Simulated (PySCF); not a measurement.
**A series of derivatives of CC(C)OC(=O)[SiH3]**

Parent skeleton `[CH3:1][CH:2]([CH3:3])[O:4][C:5](=[O:6])[SiH3:7]`; one hydrogen on atom 7 is replaced by X. Hydrogens on one atom are averaged.

Theoretical values (PySCF): geometry from GFN2-xTB, σ from GIAO-PBE0/pcSseg-1. Equivalent nuclei averaged, single conformer, gas phase, no relativistic terms.

Referencing at the same level of theory: TMS for ¹³C (σ = 186.93 ppm), ²⁹Si (σ = 349.16 ppm), ¹H (σ = 31.72 ppm); ¹⁷O (σ = 336.08 ppm) vs H2O.

Parent (X = H): C1/C3 23.9, C2 68.8, O4 284.5, C5 186.2, O6 515.2, Si7 -85.9, H(C1)/H(C3) 1.31, H(C2) 5.30, H(Si7) 4.06 ppm. Effects are Δδ = δ(X) − δ(H), positive for deshielding.

Question: Give Δδ (ppm) for X = N=CH2, OSiH3, propynyl, SSiH3, OCH3, Cl, CH2CN, CH2F.

Answer: 
```
       X                    SMILES  C1/C3    C2     O4    C5     O6    Si7  H(C1)/H(C3)  H(C2)  H(Si7)
   N=CH2      C=N[SiH2]C(=O)OC(C)C   +0.2  -1.7   -7.0  -0.2  -28.7  +29.6        -0.01  +0.22   +1.23
   OSiH3  CC(C)OC(=O)[SiH2]O[SiH3]   +0.0  -1.0  -19.3  +3.2  -15.2  +31.7        -0.01  +0.24   +0.93
propynyl     CC#C[SiH2]C(=O)OC(C)C   -0.3  -0.5  -11.3  -0.3   -6.3   +3.5        +0.01  -0.01   +0.42
   SSiH3  CC(C)OC(=O)[SiH2]S[SiH3]   -0.3  +2.9  -14.2  +6.6  -15.0  +37.2        +0.05  +0.02   +0.91
    OCH3       CO[SiH2]C(=O)OC(C)C   +0.0  -1.6  -16.0  +3.9  -14.5  +34.2        -0.04  +0.19   +0.80
      Cl       CC(C)OC(=O)[SiH2]Cl   -0.3  +0.5  -11.8  -1.8   -7.0  +48.6        +0.03  +0.00   +0.98
   CH2CN     CC(C)OC(=O)[SiH2]CC#N   +0.0  +0.8   -6.8  -3.5   -1.2  +27.3        +0.09  +0.18   +0.33
    CH2F       CC(C)OC(=O)[SiH2]CF   -0.2  +0.2   -8.9  +0.2   -5.9  +20.2        -0.01  +0.04   +0.43
```

Question: Which position responds most, and to which substituents?

Answer: Si7: from +3.5 ppm with propynyl to +48.6 ppm with Cl.

Unscaled 17O shifts of doubly bonded oxygen tend to come out too high, by tens of ppm or more. Experimental scales use liquid or dissolved standards, which lie at an offset from isolated H2O (liquid H2O: subtract about 36 ppm).
